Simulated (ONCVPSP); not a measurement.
# As (Z = 33), ONCV: configuration errors across variants

arsenic, optimised norm-conserving Vanderbilt (ONCV), made with ONCVPSP 4.0.1 (PBE, scalar-relativistic). Core [Ar] 3d10, reference 4s2 4p3. Waves: 4s: rc 1.50 bohr, ncon 3, nbas 6, qcut 3.7 1/bohr, 2 projectors, debl 1.8 Ha; 4p: rc 1.95 bohr, ncon 4, nbas 8, qcut 4 1/bohr, 2 projectors, debl 3.8 Ha. Local part: polynomial inside 1.50 bohr (lpopt 4, dvloc0 0 Ha). Core correction: polynomial model core, fcfact 0.55.

All-electron excitation energies from the reference (eV): (1) 4s2 4p2 9.149; (2) 4s2 4p1 27.068; (3) 4s2 4p0 54.771; (4) 4s1 4p4 9.417.

Errors AE − PS in meV (a dash: test not solved or not reliable):

```
     change   (1)  (2)   (3)   (4)  bound ghosts  GHOST(+) flags above zero
       base  -4.3  -30  -114  -5.1          none                          s
p: qcut 2.4  -4.5  -31  -120  -3.7          none                          s
p: qcut 2.8  -4.5  -32  -122  -3.2          none                          s
p: qcut 4.1  -4.3  -30  -113  -5.4          none                          s
p: qcut 4.3  -4.2  -29  -110  -6.0          none                          s
p: qcut 4.8  -4.2  -28  -104  -7.5          none                          s
p: qcut 5.5  -4.1  -27   -99  -9.0          none                          s
p: qcut 6.1  -4.0  -26   -95  -9.8          none                          s
```

Give the same row for: p: qcut 3.6.

-4.4, -31, -119, -4.0; bound ghosts: none; GHOST(+) flags above zero: s.
